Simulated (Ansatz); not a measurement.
`C=C[SiH2]Cl` + H₂S → `C=C[SiH2]S` + HCl at 400 K and 1 bar (ligand exchange at the Si–Cl bond).

Calculated with Ansatz (gas phase, PBE0-D4/def2-TZVP geometries, no zero-point term in ΔE). CCSD(T)/CBS adds triple-zeta CCSD(T) − MP2 to the extrapolated MP2 energy (def2 sets, frozen cores). This one scheme is used for every species. One conformer a species, not always the lowest.

```csv
species,CCSD(T)/CBS energy (Eh),H − E (kJ/mol),S (J/(mol·K))
`C=C[SiH2]Cl`,-827.99751,188.1,348.1
H₂S,-398.97279,53.4,215.9
`C=C[SiH2]S`,-766.57455,212.2,362.2
HCl,-460.38127,29.6,195.4
```

H − E and S are ideal-gas, rigid-rotor, harmonic terms from PBE0-D4/def2-TZVP, for one conformer and one mirror image of each species. 1 Eh = 2625.50 kJ/mol, R = 8.31446 J/(mol·K).

By hand: ΔE, ΔH, ΔS and ΔG.

ΔE = (-766.57455) + (-460.38127) − (-827.99751) − (-398.97279) = 0.01448 Eh = 38.0 kJ/mol. Δ(H − E) = 212.2 + 29.6 − 188.1 − 53.4 = 0.3, so ΔH = 38.3 kJ/mol. ΔS = 362.2 + 195.4 − 348.1 − 215.9 = -6.4 J/(mol·K). ΔG = 38.3 − 400 × (-6.4)/1000 = 40.9 kJ/mol.

By hand: the equilibrium constant, and the temperature at which ΔG would vanish if ΔH and ΔS stayed fixed.

log₁₀ K = −ΔG/(RT ln 10) = -5.3. ΔH and −TΔS have one sign here, so there is no such temperature.

The number of gas molecules stays the same, so ΔS is small and ΔH decides. A doubt of 5 kJ/mol in ΔE shifts log₁₀ K by 0.7 here. Other conformers and mirror images would add mixing entropy, several J/(mol·K) or more a flexible species. These are equilibria of isolated gas molecules and say nothing of rates. Largest T1 diagnostic: 0.011 (customary marks: 0.02 for closed shells, 0.045 for open ones).

ΔS is within the doubt of such terms, so its sign, and with it that verdict, could turn.
